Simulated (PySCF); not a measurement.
Compound: GeH8OSi2.
SMILES with atom numbers: `[SiH3:1][O:2][SiH2:3][GeH3:4]` (hydrogens: H5, H6, H7 on Si1; H8, H9 on Si3; H10, H11, H12 on Ge4)

Geometry (PBE0-D3(BJ)/def2-SVP, Å), atoms numbered from 1 in this order:
```xyz
12
GeH8OSi2 angstrom
Si    -2.3049    0.5208    0.2353
O     -1.0053   -0.3515   -0.3110
Si     0.3971   -1.1294    0.1258
Ge     2.2323    0.3646   -0.1441
H     -3.2269   -0.3584    1.0157
H     -1.8505    1.6418    1.1137
H     -3.0244    1.0765   -0.9445
H      0.5644   -2.3294   -0.7457
H      0.3181   -1.5862    1.5504
H      1.9994    1.6477    0.6770
H      2.3966    0.7630   -1.6228
H      3.5447   -0.2866    0.3349
```

Jobs on this species (12 atoms, 76 electrons) with PySCF (density fitting). Hardware of each: one thread, Arm Neoverse N1 (aarch64), on a shared host. The host was shared with other jobs, so the times are rough. Peak memory is the resident size of the whole Python process, interpreter and libraries included.

Question: Rank these jobs by wall time, shortest first.
A. PBE0-D3(BJ)/def2-SVP, grid level 1; geometry optimisation from a GFN2-xTB start shaken at random; 122 basis functions
B. delta-SCF UKS B3LYP, pcX-2 on the ionised atom, pcseg-1 elsewhere, spin-free X2C; ΔSCF core ionisation, 5 holes; 159 basis functions
C. delta-SCF UKS SCAN, def2-TZVP on the ionised atom, pcseg-1 elsewhere, spin-free X2C; ΔSCF core ionisation, 5 holes; 136 basis functions

Answer: C (42 s), B (71 s), A (2.4 min).

All jobs:

```tsv
level and settings	work	basis functions	SCF cycles	wall time	peak memory
delta-SCF UKS PBE, pcX-2 on the ionised atom, pcseg-1 elsewhere, spin-free X2C	ΔSCF core ionisation, 5 holes	159	65	31 s	0.52 GiB
delta-SCF UKS SCAN, pcX-1 on the ionised atom, pcseg-1 elsewhere, spin-free X2C	ΔSCF core ionisation, 5 holes	139	63	37 s	0.55 GiB
delta-SCF UKS SCAN, def2-TZVP on the ionised atom, pcseg-1 elsewhere, spin-free X2C	ΔSCF core ionisation, 5 holes	136	63	42 s	0.55 GiB
delta-SCF UKS SCAN, pcX-2 on the ionised atom, pcseg-1 elsewhere, non-relativistic	ΔSCF core ionisation, 5 holes	159	64	43 s	0.55 GiB
delta-SCF UKS SCAN, pcX-2 on the ionised atom, pcseg-1 elsewhere, spin-free X2C	ΔSCF core ionisation, 5 holes	159	64	45 s	0.51 GiB
delta-SCF UKS HF, pcX-2 on the ionised atom, pcseg-1 elsewhere, spin-free X2C	ΔSCF core ionisation, 5 holes	159	56	46 s	0.55 GiB
delta-SCF UKS B3LYP, pcX-2 on the ionised atom, pcseg-1 elsewhere, spin-free X2C	ΔSCF core ionisation, 5 holes	159	59	71 s	0.62 GiB
delta-SCF UKS PBE0, pcX-2 on the ionised atom, pcseg-1 elsewhere, spin-free X2C	ΔSCF core ionisation, 5 holes	159	59	71 s	0.67 GiB
PBE0-D3(BJ)/def2-SVP, grid level 1	geometry optimisation from a GFN2-xTB start shaken at random	122	86	2.4 min	0.52 GiB
```

Question: What do all jobs in the table cost together?

Answer: About 8.8 min; the longest takes about 27 % of that, and about 4.6 times as long as the shortest.
